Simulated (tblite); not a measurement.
Species: C6H13ClGeO.
Atom-mapped SMILES: `[CH3:1][C:2]([CH3:3])=[C:4]([CH3:5])[CH2:6][O:7][GeH2:8][Cl:9]` (hydrogens: H10, H11, H12 on C1; H13, H14, H15 on C3; H16, H17, H18 on C5; H19, H20 on C6; H21, H22 on Ge8)

Computed with GFN2-xTB (tblite), gas phase: L-BFGS steps from a force-field or distance-geometry start until the largest atomic force falls under 0.01 eV/Å.

At the end of the run (lengths in Å): O7–Ge8 1.734, Ge8–Cl9 2.105, Ge8–H22 1.499, C3–H15 1.087, C2=C4 1.334, C1–H12 1.088, Ge8–H21 1.517, C6–O7–Ge8 129.7°, C1–C2–C3 114.6°, C4–C6–O7 108.8°, C1–C2–C4 123.6°, C1–C2–C4–C5 -176°, C2–C4–C6–O7 -86°, C4–C6–O7–Ge8 157°, H21–Ge8–O7–C6 76°, H10–C1–C2–C3 85°.

**Question.** These geometries were met on the way; a selection of coordinates is given. Order them by energy above the end point, lowest first.
A. O7–Ge8 1.775, Ge8–Cl9 2.129, Ge8–H22 1.511, C3–H15 1.078, C2=C4 1.343, C1–H12 1.080, Ge8–H21 1.546, C6–O7–Ge8 111.4°, C1–C2–C3 116.8°, C4–C6–O7 110.9°, C1–C2–C4 122.6°, C1–C2–C4–C5 179°, C2–C4–C6–O7 -70°, C4–C6–O7–Ge8 173°, H21–Ge8–O7–C6 42°, H10–C1–C2–C3 119°
B. O7–Ge8 1.808, Ge8–Cl9 2.158, Ge8–H22 1.548, C3–H15 1.126, C2=C4 1.368, C1–H12 1.118, Ge8–H21 1.546, C6–O7–Ge8 108.1°, C1–C2–C3 119.1°, C4–C6–O7 109.1°, C1–C2–C4 120.4°, C1–C2–C4–C5 179°, C2–C4–C6–O7 -70°, C4–C6–O7–Ge8 174°, H21–Ge8–O7–C6 43°, H10–C1–C2–C3 117°
C. O7–Ge8 1.755, Ge8–Cl9 2.104, Ge8–H22 1.499, C3–H15 1.085, C2=C4 1.336, C1–H12 1.086, Ge8–H21 1.519, C6–O7–Ge8 116.2°, C1–C2–C3 117.5°, C4–C6–O7 112.5°, C1–C2–C4 121.9°, C1–C2–C4–C5 179°, C2–C4–C6–O7 -72°, C4–C6–O7–Ge8 173°, H21–Ge8–O7–C6 41°, H10–C1–C2–C3 119°
D. O7–Ge8 1.739, Ge8–Cl9 2.100, Ge8–H22 1.484, C3–H15 1.087, C2=C4 1.338, C1–H12 1.089, Ge8–H21 1.520, C6–O7–Ge8 123.7°, C1–C2–C3 117.9°, C4–C6–O7 111.1°, C1–C2–C4 122.2°, C1–C2–C4–C5 180°, C2–C4–C6–O7 -78°, C4–C6–O7–Ge8 169°, H21–Ge8–O7–C6 50°, H10–C1–C2–C3 118°
E. O7–Ge8 1.746, Ge8–Cl9 2.101, Ge8–H22 1.492, C3–H15 1.087, C2=C4 1.336, C1–H12 1.087, Ge8–H21 1.522, C6–O7–Ge8 128.0°, C1–C2–C3 117.5°, C4–C6–O7 111.3°, C1–C2–C4 122.2°, C1–C2–C4–C5 -177°, C2–C4–C6–O7 -79°, C4–C6–O7–Ge8 165°, H21–Ge8–O7–C6 60°, H10–C1–C2–C3 119°

**Answer.** E (0.046 eV), D (0.075 eV), C (0.129 eV), A (0.213 eV), B (0.419 eV).

| step | E above end (eV) | rms distance from the end, all atoms (Å) | largest force (eV/Å) | rms shift of all bonds from the end (Å) |
| --- | --- | --- | --- | --- |
| 30 | 0.046 | 0.327 | 0.184 | 0.004 |
| 20 | 0.075 | 0.365 | 0.196 | 0.004 |
| 10 | 0.129 | 0.427 | 0.175 | 0.005 |
| 2 | 0.213 | 0.441 | 0.711 | 0.015 |
| 0 | 0.419 | 0.447 | 1.581 | 0.031 |

Rows stand in the order of the answer.
